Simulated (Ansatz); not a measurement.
Start from `[O]=[Ta]([OH])([F])[F]` and change one element to get `[O]=[Nb]([OH])([F])[F]`.

Ansatz, PBE0-D4/def2-TZVP geometries, multiplicity 1. Each molecule was computed in one conformer, which needn't be the lowest.

Elements past krypton have def2 core potentials.

| property | `[O]=[Ta]([OH])([F])[F]` |
| --- | --- |
| HOMO energy (PBE/def2-TZVPP) / eV | -8.20 |
| size of the dipole moment (PBE/def2-TZVPP) / D | 2.49 |
| size of the dipole moment (ωB97M-V/def2-TZVPP) / D | 2.58 |
| LUMO energy (B3LYP/def2-TZVPP) / eV | -1.35 |
| HOMO–LUMO gap (ωB97M-V/def2-TZVPP) / eV | 12.83 |
| LUMO energy (PBE/def2-TZVPP) / eV | -1.92 |

**Question.** What does the change do to each property? (Best estimate.)

**Answer.** Ansatz gave: 
```tsv
property	`[O]=[Nb]([OH])([F])[F]`	shift
HOMO energy (PBE/def2-TZVPP) / eV	-8.48	-0.28
size of the dipole moment (PBE/def2-TZVPP) / D	2.34	-0.15
size of the dipole moment (ωB97M-V/def2-TZVPP) / D	2.38	-0.20
LUMO energy (B3LYP/def2-TZVPP) / eV	-1.98	-0.63
HOMO–LUMO gap (ωB97M-V/def2-TZVPP) / eV	13.01	0.18
LUMO energy (PBE/def2-TZVPP) / eV	-2.52	-0.60
```

With PBE0 the HOMO falls by 0.34 eV and the LUMO falls by 0.64 eV, so the gap narrows by about 0.30 eV. PBE moves the HOMO by -0.28 eV and ωB97M-V by -0.36 eV. Dipoles are sizes alone; their direction can turn.

B3LYP here is the variant with VWN-RPA as its local correlation; programs differ in this.
